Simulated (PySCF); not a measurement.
Input for PySCF: R-HF/3-21G on CH4SSe (SMILES C[Se]S).

```python
from pyscf import gto, scf, dft, mp
from pyscf.data.elements import chemcore

mol = gto.M(
    atom='''
    C    -1.04548070    0.00953037    0.02168572
    Se    0.43932601   -0.93251965   -0.86120893
    S     2.10430838   -0.36072393    0.47816095
    H    -1.11522635   -0.31177338    1.05672687
    H    -1.94751744   -0.27462350   -0.52027058
    H    -0.89395553    1.08322760   -0.04325712
    H     2.45854564    0.78688250   -0.13183693
    ''',
    basis='3-21g',
    charge=0, spin=0, verbose=3, max_memory=1800)
mf = scf.RHF(mol)
mf.conv_tol = 1e-8
mf.max_cycle = 100
mf.kernel()
if not mf.converged:
    mf = mf.newton().run(mf.mo_coeff, mf.mo_occ)
```

Question: Give the final energy of this run.

Answer: -2824.0058 hartree.
